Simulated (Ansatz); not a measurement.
Ansatz (a program for electronic structure) input (PBE0/def2-TZVP):

Ansatz 0.2 input:
```yaml
crystal:
  periodic: [false, false, false]
  atoms:
    - {symbol: Si, position_ang: [0.07293248, -0.43127498, -0.00285447]}
    - {symbol: O, position_ang: [-0.18041998, 1.06688573, 0.00706138]}
    - {symbol: H, position_ang: [-0.99857848, -1.45308028, -0.02551919]}
    - {symbol: H, position_ang: [1.42088358, -1.04415589, 0.00899078]}
basis:
  gaussian:
    orbitals: def2-TZVP
hamiltonian:
  xc: {name: PBE0}
relax: {f_tol: 0.003, max_steps: 100}
```

Output:

```
Functional definition: PBE0
integrals: 0.01 GiB planned
507 factors; their error is unknown
mean field: 0.17 GiB planned
mean field evaluation 1: about -9944.9105 eV, gradient 6.3e1 eV
mean field evaluation 2: about -9876.8420 eV, gradient 1.7e2 eV
mean field evaluation 4: about -9952.1615 eV, gradient 3.5e0 eV
mean field evaluation 8: about -9952.2257 eV, gradient 1.5e-1 eV
mean field evaluation 16: about -9952.2257 eV, gradient 2.2e-5 eV
mean field -9952.22568600 eV, -365.7375480995 hartree, gradient 2.2e-5 eV, S^2 0.000000; 0 other end points of the search recorded, 0 dependent functions left out
the calculation of the forces begins
reference -9952.22571088 eV, -365.7375490138 hartree; 12, 12 occupied and 68, 68 virtual orbitals, 507 factors
relax step   1: F+E_penalty+E_count = -9952.22568600 eV  Δ(F+E_penalty+E_count) = +0.000e0 eV  max|allowed force component| = 2.916e-1 eV/Å  Δτ_max = 0.0000 Å  (26 SCF iters, accepted)
these checks for a lower state are left out or cut short: starts, cluster_reference, orbital_swaps, neighbouring_geometries, increment
integrals: 0.01 GiB planned
507 factors; their error is unknown
mean field: 0.17 GiB planned
mean field -9952.22634006 eV, -365.7375721357 hartree, gradient 2.5e-5 eV, S^2 0.000000; 0 other end points of the search recorded, 0 dependent functions left out
the calculation of the forces begins
reference -9952.22636494 eV, -365.7375730503 hartree; 12, 12 occupied and 68, 68 virtual orbitals, 507 factors
relax step   2: F+E_penalty+E_count = -9952.22634006 eV  Δ(F+E_penalty+E_count) = -6.541e-4 eV  max|allowed force component| = 1.283e-1 eV/Å  Δτ_max = 0.0032 Å  (28 SCF iters, accepted)
these checks for a lower state are left out or cut short: starts, cluster_reference, orbital_swaps, neighbouring_geometries, increment
integrals: 0.01 GiB planned
507 factors; their error is unknown
mean field: 0.17 GiB planned
mean field -9952.22646407 eV, -365.7375766933 hartree, gradient 2.3e-5 eV, S^2 0.000000; 0 other end points of the search recorded, 0 dependent functions left out
the calculation of the forces begins
reference -9952.22648896 eV, -365.7375776079 hartree; 12, 12 occupied and 68, 68 virtual orbitals, 507 factors
relax step   3: F+E_penalty+E_count = -9952.22646407 eV  Δ(F+E_penalty+E_count) = -1.240e-4 eV  max|allowed force component| = 1.396e-3 eV/Å  Δτ_max = 0.0010 Å  (22 SCF iters, accepted)
integrals: 0.01 GiB planned
507 factors; their error is unknown
mean field: 0.17 GiB planned
mean field evaluation 32: about -9952.1893 eV, gradient 1.0e-1 eV
mean field -9952.22646407 eV, -365.7375766933 hartree, gradient 2.3e-5 eV, S^2 0.000000; 1 other end points of the search recorded, 0 dependent functions left out
the calculation of the forces begins
reference -9952.22648896 eV, -365.7375776079 hartree; 12, 12 occupied and 68, 68 virtual orbitals, 507 factors
Total energy: -9952.22648896 eV, -365.7375776079 hartree
Atom 0 at     0.072573    -0.429152    -0.002840 Å, force    -0.000236     0.001396     0.000009 eV/Å
Atom 1 at    -0.180169     1.065400     0.007052 Å, force    -0.000094     0.000554     0.000004 eV/Å
Atom 2 at    -1.002509    -1.454073    -0.025578 Å, force     0.000557    -0.000909    -0.000001 eV/Å
Atom 3 at     1.424922    -1.043801     0.009045 Å, force    -0.000228    -0.001041    -0.000012 eV/Å
Dipole moment:     0.128099    -0.757494    -0.005014 e Å
```
